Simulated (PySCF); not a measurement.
SMILES N[Si](N)(C=C)C=C (C4H10N2Si), GFN2-xTB optimised geometry.

```
17

C      1.53    -0.21     1.02
C      0.76     0.15     0.00
Si    -1.12     0.15     0.00
N     -1.63    -0.71     1.42
N     -1.64     1.80     0.00
C     -1.78    -0.56    -1.63
C     -2.36    -1.74    -1.77
H      1.10    -0.54     1.95
H      2.61    -0.19     0.97
H      1.25     0.47    -0.91
H     -1.22    -1.61     1.60
H     -2.62    -0.75     1.63
H     -2.61     2.00    -0.18
H     -1.29     2.40     0.73
H     -1.67     0.06    -2.51
H     -2.72    -2.11    -2.71
H     -2.50    -2.40    -0.92
```

Density from CAM-B3LYP/def2-SVP (PySCF) at that geometry.

Minimum of the electron density along straight lines between bonded atoms, close to the bond critical point (lines longer than 1.1 times the sum of covalent radii, or with two minima, are not listed):

```
bond    length / Å  ρ at the minimum / e bohr⁻³  ∇²ρ there / e bohr⁻⁵  position (fraction from the first atom)
------  ----------  ---------------------------  --------------------  ---------------------------------------
C1–C2        1.322                        0.346                 -0.94                                     0.51
C2–Si3       1.886                        0.114                  0.35                                     0.62
Si3–N4       1.737                        0.120                  0.71                                     0.40
Si3–N5       1.730                        0.122                  0.71                                     0.40
Si3–C6       1.894                        0.113                  0.34                                     0.38
C6–C7        1.323                        0.346                 -0.94                                     0.49
C1–H8        1.078                        0.285                 -1.11                                     0.64
C1–H9        1.081                        0.282                 -1.09                                     0.64
C2–H10       1.083                        0.278                 -1.04                                     0.63
N4–H11       1.007                        0.331                 -1.52                                     0.77
N4–H12       1.008                        0.330                 -1.51                                     0.76
N5–H13       1.007                        0.331                 -1.52                                     0.76
N5–H14       1.007                        0.331                 -1.52                                     0.77
C6–H15       1.083                        0.278                 -1.04                                     0.63
C7–H16       1.080                        0.282                 -1.09                                     0.64
C7–H17       1.079                        0.283                 -1.09                                     0.64
```
